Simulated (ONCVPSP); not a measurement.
How hard is this rhenium ONCV potential?

```
Element                 : rhenium (Re)
Generator               : ONCVPSP 4.0.1
Type                    : optimised norm-conserving Vanderbilt (ONCV)
Functional              : PBEsol
Relativity              : fully relativistic
Frozen core             : [Kr] 4d10 4f14
Valence charge          : 15
Reference configuration : 5s2 5p6 5d5 6s2
Partial waves           : 5s+6s: rc 1.45 bohr, ncon 3, nbas 7, qcut 8.9 1/bohr, 2 projectors; 5p: rc 1.30 bohr, ncon 5, nbas 8, qcut 6.5 1/bohr, 2 projectors, debl 3.8 Ha; 5d: rc 2.05 bohr, ncon 4, nbas 8, qcut 8.5 1/bohr, 1 projector
Local potential         : polynomial inside 1.25 bohr (lpopt 5, dvloc0 6 Ha)
Core correction         : polynomial model core, fcfact 0.6
```

Open shells are filled in proportion to 2j + 1.

Problem. For each optimised wave give the share of its norm inside rc, the residual kinetic energy above qcut (Ha) and the cutoffs (Ha) for errors of 10, 1, 0.1 and 0.01 mHa per electron.

Solution.

```tsv
wave	norm inside rc	residual KE	10 mHa	1 mHa	0.1 mHa	0.01 mHa
5s	0.886	1.3e-06	22.4	28.2	32.4	36.0
6s	0.045	4.1e-07	18.2	25.0	30.5	34.6
5p j=3/2	0.607	1.5e-02	23.8	91.6	112.4	125.3
p projector 2 j=3/2	0.060	7.0e-03	19.4	43.9	106.5	153.0
5p j=1/2	0.705	2.0e-02	31.2	98.6	116.8	129.8
p projector 2 j=1/2	0.058	8.7e-03	20.1	47.7	95.0	118.2
5d j=5/2	0.626	4.6e-09	12.1	16.5	20.6	24.5
5d j=3/2	0.665	5.0e-09	12.8	17.5	21.7	25.4
```

The occupied waves need 99 Ha and 117 Ha for 1 and 0.1 mHa.
